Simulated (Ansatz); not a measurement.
Harmonic frequencies (cm⁻¹) at PBE0-D4/def2-TZVP from Ansatz: 114, 145, 263, 404, 725, 777, 897, 971, 1025, 1037, 1261, 1335, 1360, 1457, 1465, 1476, 3059, 3063, 3130, 3149, 3163.

Each molecule was computed in one conformer, which needn't be the lowest.

Problem. Which molecule is it?
A. `F[CH](F)[GeH3]`
B. `[SiH3][Al]1[O][SiH2]1`
C. `CSCF`
D. `CC(F)S`

Solution. C.
